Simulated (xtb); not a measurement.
Species: C₁₄H₁₀S, SMILES `Sc1cccc2c1ccc1ccccc12` (charge 0, multiplicity 1).

**Question.** Give a relaxed geometry from GFN2-xTB (xtb 6.7.1).

**Answer.** Several could match; the one computed here: the end point of this relaxation, one of several conformers (outside a Z-matrix the atoms follow the SMILES, hydrogens last).
Z-matrix (Å, degrees):
```
C
C 1 1.4036
C 2 1.3728 1 121.35
H 2 1.0776 3 118.58 1 -179.23
H 3 1.0796 2 120.26 4 -0.07
C 3 1.3904 5 119.48 2 -178.94
C 6 1.3763 3 119.90 5 -179.61
H 6 1.0794 7 119.54 3 179.64
C 7 1.4125 6 121.18 8 -178.80
C 9 1.4231 7 122.27 6 174.62
C 10 1.3521 9 121.42 7 179.37
H 10 1.0801 11 119.53 9 -177.80
H 11 1.0807 10 120.53 12 1.10
C 11 1.4213 13 118.29 10 -179.96
C 14 1.4044 11 120.50 13 1.75
C 15 1.3702 14 120.88 11 179.89
H 16 1.0799 15 120.57 14 -179.91
H 15 1.0808 16 120.53 17 -0.11
C 16 1.3954 17 119.94 15 -179.82
C 19 1.3730 16 120.57 17 -179.80
H 20 1.0782 19 118.39 16 -179.60
H 19 1.0802 20 119.79 21 0.33
C 20 1.4049 21 120.19 4 6.32
S 7 1.7800 6 115.94 8 -0.13
H 24 1.3318 7 97.09 6 145.58
```
